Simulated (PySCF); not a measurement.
PySCF 2.14 output of a UHF calculation on a single atom or ion in aug-cc-pVTZ with one added diffuse shell each of s, p, d, f, g type (9s8p6d4f3g, 118 functions), with no relativity, point nucleus:

```
SCF conv_tol = 1e-09
number electrons alpha = 15  beta = 13
cycle= 1 E= -1506.82832500782  delta_E= -0.0048  |g|= 0.0255  |ddm|= 0.0403
cycle= 2 E= -1506.82841520492  delta_E= -9.02e-05  |g|= 0.00442  |ddm|= 0.00776
cycle= 3 E= -1506.82842000355  delta_E= -4.8e-06  |g|= 0.00267  |ddm|= 0.00367
cycle= 4 E= -1506.82842132103  delta_E= -1.32e-06  |g|= 0.000615  |ddm|= 0.00165
cycle= 5 E= -1506.82842201366  delta_E= -6.93e-07  |g|= 0.000278  |ddm|= 0.00148
cycle= 6 E= -1506.82842230031  delta_E= -2.87e-07  |g|= 0.000166  |ddm|= 0.00117
cycle= 7 E= -1506.82842247958  delta_E= -1.79e-07  |g|= 9.55e-05  |ddm|= 0.00117
cycle= 8 E= -1506.82842255767  delta_E= -7.81e-08  |g|= 3.2e-05  |ddm|= 0.00114
cycle= 9 E= -1506.82842256238  delta_E= -4.71e-09  |g|= 6.09e-06  |ddm|= 0.000312
cycle= 10 E= -1506.82842256244  delta_E= -6.23e-11  |g|= 1.17e-06  |ddm|= 3.07e-05
converged SCF energy = -1506.82842256244  <S^2> = 2.0009777  2S+1 = 3.0006517
```

The run itself started from symmetry-adapted Hartree-Fock orbitals and held the occupation by maximum overlap, so the iterations belong to that start.

Q: Which element, charge and spin multiplicity is this?

A: Ni (nickel, neutral), multiplicity 3; the state was [Ar] 3d9 4s1, high-spin 3D determinant (an excited configuration).
